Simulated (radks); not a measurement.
The numbers below are computed, except where a source is named.
Problem. The lead ion Pb+, configuration [Hg] 6p1. Level of theory: scalar-relativistic Kohn-Sham, Slater X-alpha with alpha = 0.908, spin-polarised, spherical densities, point nucleus; open shells are filled with parallel spins first (spin-orbit coupling, left out, can overturn this in heavy ions) (a radial shooting solver on a logarithmic mesh with Libxc functionals). Some entries of the table are withheld. Estimate them.

orbital  occ.  eigenvalue (hartree)  <r^2> (bohr^2)  <r> (bohr)
1s up       1             -3248.325       0.0003564     0.01603
1s down     1             -3248.325       0.0003564     0.01603
2s up       1             -583.0607        0.005399     0.06747
2s down     1             -583.0606        0.005399     0.06747
2p up       3             -500.7369        0.004595     0.06129
2p down     3             -500.7366        0.004595     0.06129
3s up       1             -140.7299         0.03465      0.1740
3s down     1             -140.7297         0.03465      0.1740
3p up       3             -117.0908         0.03587      0.1759
3p down     3             -117.0905         0.03587      0.1759
3d up       5             -92.99719         0.02966      0.1592
3d down     5             -92.99696         0.02966      0.1592
4s up       1             -32.35894          0.1651      0.3826
4s down     1             -32.35850          0.1651      0.3826
4p up       3             -24.58559          0.1889      0.4078
4p down     3             -24.58510          0.1888      0.4077
4d up       5             -15.58478          0.2110      0.4277
4d down     5             -15.58424          0.2110      0.4277
5s up       1              -5.81574          0.8007      0.8454
5s down     1              -5.81481          0.8005      0.8453
4f up       7              -5.61452          0.2389      0.4472
4f down     7              -5.61393          0.2389      0.4472
5p up       3              -3.63759           1.051      0.9653
5p down     3              -3.63616           1.049      0.9646
5d up       5              -1.20703           1.869       1.269
5d down     5              -1.19901           1.835       1.259
6s up       1                   (1)           5.381         (2)
6s down     1                   (3)           5.207         (4)
6p up       1              -0.42860           9.187       2.849
6p down     0              -0.37084           9.078       2.824

Solution. 
(1) 6s up eigenvalue (hartree): -0.79605
(2) 6s up <r> (bohr): 2.186
(3) 6s down eigenvalue (hartree): -0.75333
(4) 6s down <r> (bohr): 2.151
